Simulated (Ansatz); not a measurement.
Geometry optimisation, RKS PBE-D4/cc-pVDZ in Ansatz 0.2.0.

Input:

```yaml
crystal:
  periodic: [false, false, false]
  atoms:
    - { symbol: F, position_ang: [0.9311, -0.0423, 1.5025] }
    - { symbol: Si, position_ang: [0.3514, -0.3786, 0.0265] }
    - { symbol: F, position_ang: [0.4947, -1.9448, -0.2366] }
    - { symbol: S, position_ang: [-1.6325, 0.1676, -0.1217] }
    - { symbol: Cl, position_ang: [1.415, 0.6689, -1.3881] }
    - { symbol: H, position_ang: [-2.15524, -1.01769, -0.44507] }
basis:
  gaussian: { orbitals: cc-pVDZ }
hamiltonian:
  xc: pbe
  dispersion: d4
relax:
  f_tol: 0.015
  max_steps: 40
```

Command:

```bash
$ ansatz run input.yaml --threads 1 --pin off --max-ram 2048MiB --backend cpu --events-out ev --progress --plain --runs-dir out
```

Question: Where does it end, and by what steps?

Answer: The forces met the threshold. The force dipped under the threshold on the way, but the program's further checks kept it going. After 18 steps the energy has fallen by 0.199 eV; H6 moved furthest, 0.74 Å.

| step | energy less start (eV) | largest force component (eV/Å) | accepted |
| --- | --- | --- | --- |
| 0 | 0.0000 | 1.739 | yes |
| 1 | -0.1285 | 1.278 | yes |
| 2 | -0.1606 | 0.392 | yes |
| 3 | -0.1665 | 0.110 | yes |
| 4 | -0.1670 | 0.021 | yes |
| 5 | -0.1674 | 0.021 | yes |
| 6 | -0.1605 | 0.736 | no |
| 7 | -0.1709 | 0.089 | yes |
| 8 | -0.1721 | 0.390 | yes |
| 9 | -0.1847 | 0.072 | yes |
| 10 | -0.1881 | 0.096 | yes |
| 11 | -0.1927 | 0.154 | yes |
| 12 | -0.1741 | 0.680 | no |
| 13 | -0.1971 | 0.025 | yes |
| 14 | -0.1955 | 0.277 | no |
| 15 | -0.1982 | 0.009 | yes |
| 16 | -0.1986 | 0.076 | yes |
| 17 | -0.1986 | 0.041 | yes |
| 18 | -0.1989 | 0.008 | yes |

```xyz
6
Properties=species:S:1:pos:R:3
F 0.678 -0.205 1.464
Si 0.331 -0.402 -0.130
F 0.668 -1.979 -0.444
S -1.684 0.096 -0.585
Cl 1.575 0.796 -1.248
H -2.164 -0.852 0.281
```

Whether the end is a true minimum wasn't checked by a vibrational analysis.

Run time: 60 s on 1 thread of Arm Neoverse V1, on a shared host, peak memory 0.14 GiB.
